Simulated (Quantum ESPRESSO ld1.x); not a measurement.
All-electron atom: Ar2+ in [Ne] 3s2 3p4. Calculated with ld1.x of Quantum ESPRESSO 7.5: Dirac Kohn-Sham, relativistic LDA (MacDonald-Vosko exchange, VWN5 correlation), spin-unpolarised, spherical densities, point nucleus; open shells are shared between the two j in proportion to 2j + 1.

Unscreened Slater integrals over Kohn-Sham orbitals (cm^-1). Large and small components are both included. Empty in this configuration: 3d3/2, 3d5/2, 4p1/2, 4p3/2, 4s1/2.

integral          value
F0(4p3/2,4p3/2)   48069
F2(4p3/2,4p3/2)   25324
F0(4p3/2,4p1/2)   48149
G2(4p3/2,4p1/2)   25365
F0(4p3/2,4s1/2)   51628
G1(4p3/2,4s1/2)   33352
F0(4p3/2,3d5/2)   59428
F2(4p3/2,3d5/2)   18922
G1(4p3/2,3d5/2)  9549.8
G3(4p3/2,3d5/2)  8048.3
F0(4p3/2,3d3/2)   59437
F2(4p3/2,3d3/2)   18909
G1(4p3/2,3d3/2)  9533.2
G3(4p3/2,3d3/2)  8037.2
F0(4p1/2,4p1/2)   48230
F0(4p1/2,4s1/2)   51734
G1(4p1/2,4s1/2)   33533
F0(4p1/2,3d5/2)   59593
G3(4p1/2,3d5/2)  8127.4
F0(4p1/2,3d3/2)   59602
G1(4p1/2,3d3/2)  9652.3
F0(4s1/2,4s1/2)   56416
F0(4s1/2,3d5/2)   67449
G2(4s1/2,3d5/2)   13631
F0(4s1/2,3d3/2)   67461
G2(4s1/2,3d3/2)   13612
F0(3d5/2,3d5/2)  101240
F2(3d5/2,3d5/2)   47694
F4(3d5/2,3d5/2)   29860
F0(3d5/2,3d3/2)  101290
F2(3d5/2,3d3/2)   47711
G2(3d5/2,3d3/2)   47702
G4(3d5/2,3d3/2)   29864
F0(3d3/2,3d3/2)  101330
F2(3d3/2,3d3/2)   47728
